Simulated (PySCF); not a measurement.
**ReOF3: from a saddle point downhill**

PySCF 2.14.0, RKS BP86, Re def2-SVP with ECP60, O def2-SVP, F def2-SVP; non-relativistic Hamiltonian with scalar-relativistic core potentials where named; density fitting; no spin-orbit coupling. Relaxed within the symmetry of its start, the geometry (C2v) is

```xyz
5

Re    0.0567    0.0000    0.0000
O     1.7597    0.0000    0.0000
F    -0.1009    1.8328    0.0000
F    -1.8380    0.0000    0.0000
F    -0.1009   -1.8328    0.0000
```

and its lowest harmonic modes are -121, 109, 186, 255, 350, 651 cm⁻¹ (negative: unstable). It was moved along the lowest mode and relaxed again, within the group Cs that the move left.

Q: Where does it end, and how much lower?

A: In Cs, 0.206 eV lower, after 6 steps:
```xyz
5

Re    0.0472    0.0000    0.0357
O     1.6860    0.0000    0.4778
F    -0.0834    1.7728   -0.4396
F    -1.7898    0.0000    0.4573
F    -0.0834   -1.7728   -0.4396
```

Q: How do the contacts change?

A: 
```csv
contact,saddle (Å),end (Å)
Re1–O2 (O),1.703,1.697
Re1–F3 (F),1.840,1.840
Re1–F4 (F),1.895,1.885
Re1–F5 (F),1.840,1.840
```


Q: Is the end a minimum?

A: Yes; lowest modes 142, 151, 210, 241, 321, 657 cm⁻¹.

State: singlet.
